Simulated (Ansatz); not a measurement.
`CN(C)c1ccc(-c2ccc(-c3ccc(C#N)[se]3)[se]2)[se]1`. The state is a triplet with charge 0. Geometry r2SCAN-D4/def2-SVP, that of the neutral singlet; atoms count from 1.

```xyz
32

C    -2.675   -0.152    5.026
N    -2.646    1.009    4.164
C    -3.259    2.261    4.558
C    -1.976    0.965    2.983
C    -1.811    1.988    2.051
C    -1.063    1.629    0.908
C    -0.585    0.330    0.847
C     0.189   -0.312   -0.166
C     0.660   -1.621   -0.207
C     1.407   -1.974   -1.349
C     1.586   -0.977   -2.298
C     2.287   -1.033   -3.543
C     2.460   -0.024   -4.488
C     3.205   -0.370   -5.633
C     3.669   -1.677   -5.664
C     4.432   -2.301   -6.668
N     5.066   -2.838   -7.491
Se    3.142   -2.615   -4.116
Se    0.727    0.611   -1.726
Se   -1.116   -0.617    2.408
H    -3.113   -1.024    4.505
H    -3.289    0.060    5.910
H    -1.660   -0.434    5.367
H    -3.772    2.128    5.519
H    -2.507    3.064    4.670
H    -4.002    2.593    3.811
H    -2.227    2.987    2.192
H    -0.865    2.343    0.103
H     0.460   -2.330    0.601
H     1.825   -2.977   -1.484
H     2.040    0.975   -4.343
H     3.413    0.328   -6.447
```

Single mean-field runs in def2-TZVP are fitted with def2-universal-jkfit. At PBE0-D4/def2-TZVP a singlet of charge 0 lies 1.59 eV below the triplet at the same geometry.

**Question.** Estimate the Mulliken populations of the heavy atoms from the PBE0/def2-TZVP orbitals of Ansatz.

**Answer.** 
```
atom  charge (e)  spin (α − β)
  C1       -0.33         -0.01
  N2       -0.01          0.12
  C3       -0.34         -0.01
  C4        0.04          0.18
  C5       -0.22          0.00
  C6       -0.19          0.26
  C7       -0.02          0.03
  C8        0.00          0.30
  C9       -0.14          0.08
 C10       -0.19          0.14
 C11        0.02          0.32
 C12       -0.04         -0.02
 C13       -0.17          0.24
 C14       -0.19         -0.10
 C15        0.13          0.28
 C16       -0.31         -0.08
 N17       -0.02          0.15
Se18        0.14          0.09
Se19        0.07          0.06
Se20        0.09         -0.01
```
Mulliken values depend strongly on the basis.

**Question.** Where does the spin sit?

**Answer.** Summed by element: C 1.60, N 0.26, Se 0.14, H -0.01, of 2 unpaired in all. Largest on single atoms: C11 0.32, C8 0.30, C15 0.28.

**Question.** And the Mayer bond orders between heavy atoms (over 0.3)?

**Answer.** C1–N2 0.96 (1.45 Å); N2–C3 0.95 (1.45 Å); N2–C4 1.26 (1.36 Å); C4–C5 1.40 (1.39 Å); C4–Se20 1.15 (1.89 Å); C5–C6 1.39 (1.41 Å); C6–C7 1.30 (1.39 Å); C7–C8 1.25 (1.43 Å); C7–Se20 1.14 (1.90 Å); C8–C9 1.17 (1.39 Å); C8–Se19 1.13 (1.89 Å); C9–C10 1.55 (1.41 Å); C10–C11 1.15 (1.39 Å); C11–C12 1.26 (1.43 Å); C11–Se19 1.17 (1.89 Å); C12–C13 1.27 (1.39 Å); C12–Se18 1.19 (1.89 Å); C13–C14 1.43 (1.41 Å); C14–C15 1.40 (1.39 Å); C15–C16 1.01 (1.41 Å); C15–Se18 1.15 (1.89 Å); C16–N17 3.00 (1.17 Å).
